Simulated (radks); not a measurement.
Neutral neon inside a hard spherical wall (all orbitals vanish at R), configuration held at [Ne] and not refilled when levels cross. All-electron calculation, non-relativistic Kohn-Sham, PBE, spin-unpolarised, spherical densities, point nucleus. Program: a radial shooting solver on a logarithmic mesh with Libxc functionals. Eigenvalues in eV, with the zero of energy where the potential of the charges vanishes at infinity; a dash marks a level that is unbound or too diffuse for the functional's potential to be trusted. A positive occupied level is held by the wall or, in an anion where self-interaction has pushed it up, behind a barrier. The pressure on the wall is -dE/dV.

R (bohr),E (hartree),kinetic (hartree),e(1s),e(2s),e(2p),"e(3s, empty)","e(3p, empty)",pressure (GPa)
free,-128.86643,128.563,-829.66,-36.278,-13.347,-,-,0
20,-128.86643,128.563,-829.66,-36.278,-13.347,-,-,< 0.0001
12,-128.86643,128.563,-829.66,-36.278,-13.347,-,-,< 0.0001
10,-128.86643,128.563,-829.66,-36.278,-13.347,0.280,1.972,< 0.0001
7,-128.86639,128.563,-829.65,-36.274,-13.343,1.375,4.100,0.00338
4,-128.85141,128.670,-828.77,-35.652,-12.681,10.530,16.556,4.54
3.5,-128.82370,128.834,-827.66,-34.905,-11.856,16.530,23.573,17.3
3,-128.74002,129.272,-825.09,-33.246,-9.982,27.493,35.509,73.1
2.5,-128.46854,130.510,-819.02,-29.362,-5.541,49.417,57.666,354
1.5,-123.51781,146.320,-765.67,10.806,37.346,230.04,218.16,16100
